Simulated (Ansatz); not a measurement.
Cost and result for the atomization energy of `F/C(Cl)=C(/Cl)I` (6 atoms, 5 bonds).

The species carries charge 0 and has multiplicity 1. Correlated methods include outer-core shells of I, which these sets cover unevenly. I takes the def2 core potential. Geometry: relaxed with PBE0-D4/def2-TZVP. Program: Ansatz. All runs use 4 threads of an AMD EPYC 7B13 on a shared host. Times are those of one run each, without the atoms' runs, and a repeat can differ threefold. Electronic energies, without spin–orbit coupling; frozen cores. CCSD(T)/CBS adds CCSD(T) − MP2 in def2-TZVPP to the MP2 limit, and its time is that of the two runs behind it. T1 = 0.011; the RHF reference is unstable towards UHF. With those shells the extrapolation isn't a true limit. HSE06 is the plane-wave form, built on full-range PBE exchange.

CCSD(T)/CBS is a level of theory with its own doubt, some kJ/mol a heavy atom from the limit and from the frozen cores, so smaller differences don't rank the functionals.

```csv
level,functions,wall time
LDA (SPW92)/def2-TZVPP,227,1.3 s
BHLYP-D4/def2-TZVPP,227,3.4 s
CAM-B3LYP-D4/def2-TZVPP,227,3.5 s
HSE06-D4/def2-TZVPP,227,3.6 s
RPA@PBE/def2-TZVPP,227,4.8 s
PBE-QIDH/def2-TZVPP,227,5.5 s
B97M-V/def2-TZVPP,227,6 s
ωB97X-V/def2-TZVPP,227,6.5 s
CCSD(T)/def2-SVP,104,6.5 s
ωB97M-V/def2-TZVPP (with forces),227,9.5 s
MP2/def2-QZVPP,393,17 s
CCSD(T)/def2-TZVPP,227,2.7 min
CCSD(T)/CBS(def2),–,3 min
```

What atomization energy does each give, and how far from CCSD(T)/CBS? (Best estimate.)

Ansatz gave: 
```json
{"level": "LDA (SPW92)/def2-TZVPP", "atomization (kJ/mol)": "2523.6", "difference from CCSD(T)/CBS": "522.1", "per bond": "104.4"}
{"level": "BHLYP-D4/def2-TZVPP", "atomization (kJ/mol)": "1842.2", "difference from CCSD(T)/CBS": "-159.3", "per bond": "-31.9"}
{"level": "CAM-B3LYP-D4/def2-TZVPP", "atomization (kJ/mol)": "1977.6", "difference from CCSD(T)/CBS": "-23.9", "per bond": "-4.8"}
{"level": "HSE06-D4/def2-TZVPP", "atomization (kJ/mol)": "2057.7", "difference from CCSD(T)/CBS": "56.2", "per bond": "11.2"}
{"level": "RPA@PBE/def2-TZVPP", "atomization (kJ/mol)": "1730.0", "difference from CCSD(T)/CBS": "-271.5", "per bond": "-54.3"}
{"level": "PBE-QIDH/def2-TZVPP", "atomization (kJ/mol)": "2010.0", "difference from CCSD(T)/CBS": "8.5", "per bond": "1.7"}
{"level": "B97M-V/def2-TZVPP", "atomization (kJ/mol)": "2017.1", "difference from CCSD(T)/CBS": "15.6", "per bond": "3.1"}
{"level": "ωB97X-V/def2-TZVPP", "atomization (kJ/mol)": "2000.8", "difference from CCSD(T)/CBS": "-0.7", "per bond": "-0.1"}
{"level": "CCSD(T)/def2-SVP", "atomization (kJ/mol)": "1838.5", "difference from CCSD(T)/CBS": "-163.0", "per bond": "-32.6"}
{"level": "ωB97M-V/def2-TZVPP (with forces)", "atomization (kJ/mol)": "2004.9", "difference from CCSD(T)/CBS": "3.4", "per bond": "0.7"}
{"level": "MP2/def2-QZVPP", "atomization (kJ/mol)": "2105.5", "difference from CCSD(T)/CBS": "104.0", "per bond": "20.8"}
{"level": "CCSD(T)/def2-TZVPP", "atomization (kJ/mol)": "1917.0", "difference from CCSD(T)/CBS": "-84.5", "per bond": "-16.9"}
{"level": "CCSD(T)/CBS(def2)", "atomization (kJ/mol)": "2001.5", "difference from CCSD(T)/CBS": "0.0", "per bond": "0.0"}
```

From PBE to PBE0 (25 % exact exchange), in def2-TZVPP and without D4, the atomization energy moves by −101.4 kJ/mol: exact exchange takes away binding that semilocal exchange gives to molecules. In def2-TZVPP, CCSD(T) changes the Hartree–Fock value by +705.3 kJ/mol (the triples alone add +78.4 kJ/mol) and MP2 by +844.0 kJ/mol; breaking electron pairs costs correlation energy, which Hartree–Fock lacks. Leaving LDA and LC-ωPBE aside and taking each functional with its dispersion term where it has one, the values, not all of them listed here, spread over 317.3 kJ/mol, from BHLYP-D4 to PBE-D4. LDA lies +388.8 kJ/mol from PBE without D4, its usual overbinding.

Spin–orbit coupling would lower the free I atoms strongly, and the atomization energy with them, by more than many differences here.
